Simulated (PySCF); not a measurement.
**Excited states of Cd (cadmium, neutral)**

Ground state [Kr] 4d10 5s2, ¹S. Calculation: PySCF 2.14, in x2c-SVPall with two added diffuse shells each of s, p, d type (8s8p7d1f, 74 functions); the spin-free X2C one-electron Hamiltonian (Gaussian nucleus). Vertical excitation energies in eV without spin-orbit coupling; excited terms of each kind are numbered among those the solver found. Frozen: [Kr].

```csv
term,leading excitation,EOM-EE-CCSD,measured centre of gravity (NIST)
1 3P°,5s → p,3.522,3.874 (5s5p)
1 1P°,5s → p,5.255,5.417 (5s5p)
1 3S,5s → s,6.005,6.383 (5s6s)
1 1S,5s → s,6.258,6.610 (5s6s)
2 3P°,5s → p,6.871,n/a
1 1D,5s → d,6.990,7.342 (5s5d)
1 3D,5s → d,7.024,7.378 (5s5d)
2 1P°,5s → p,7.077,n/a
2 3S,5s → s,7.384,n/a
2 1S,5s → s,7.481,n/a
2 1D,5s → d,8.168,n/a
2 3D,5s → d,8.353,n/a
```

Only the lower part of the computed list is shown. Doubly excited terms such as np² are absent. The solver can miss terms. Rydberg members are limited by the diffuse functions of the basis.
